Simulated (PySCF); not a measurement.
Static response to an electric field

[NbOF4]- (charge -1 and singlet state).
Structure used (PBE0-D3(BJ)/def2-SVP), in Å, numbered top down from 1:
```
atom  x, y, z in Å
Nb1    0.0001   -0.0003    0.0713
O2     0.0027   -0.0063    1.7781
F3     1.8453    0.0048   -0.4652
F4    -0.0039    1.8478   -0.4548
F5    -1.8467   -0.0017   -0.4598
F6     0.0026   -1.8443   -0.4696
```

Level: PBE0/def2-SVPD (PySCF), static field, nuclei fixed, core orbitals frozen in the response. The polarisability tensor in these axes (au):

```
x   47.00  0.00  0.01
y    0.00 47.00 -0.01
z    0.01 -0.01 50.34
```

Question: What are the eigenvalues, a third of the trace, and Δα (Δα² = ½Σ(αi − αj)² over the three pairs)?

Answer: Principal values 47.00, 47.00 and 50.34 au; mean 48.12 au = 7.13 Å³ = 7.93 × 10⁻⁴⁰ C²·m²/J; Δα = 3.34 au (7 % of the mean).

Question: Rayleigh depolarisation ratio (linearly polarised light, static tensor)?

Answer: ρ = 3Δα²/(45ᾱ² + 4Δα²) = 33.4/(104181 + 44.6) ≈ 0.000321.

Question: Sum over states: ᾱ = Σ f/ω², ω in Eh. What share falls to these 10 lowest TDDFT singlets (eV, f)? 5.99, 0.0016; 5.99, 0.0016; 6.44, 0.0000; 7.04, 0.0000; 7.14, 0.0000; 7.30, 0.0000; 7.45, 0.0000; 7.52, 0.0000; 7.63, 0.0031; 7.63, 0.0031.

Answer: They add up to 0.14 au, 0.3 % of the 48.12 au; the largest single term is 0.04 au, from the state at 7.63 eV. Terms in order: 0.03, 0.03, 0.00, 0.00, 0.00, 0.00, 0.00, 0.00, 0.04, 0.04 au. Higher excitations give the rest. The strengths listed sum to 0.009.

Geometry: PBE0-D3(BJ)/def2-SVP; no solvent, vibrations or thermal averaging. Atoms past krypton carry effective core potentials; spin–orbit coupling is left out. The geometry's basis has no diffuse functions.
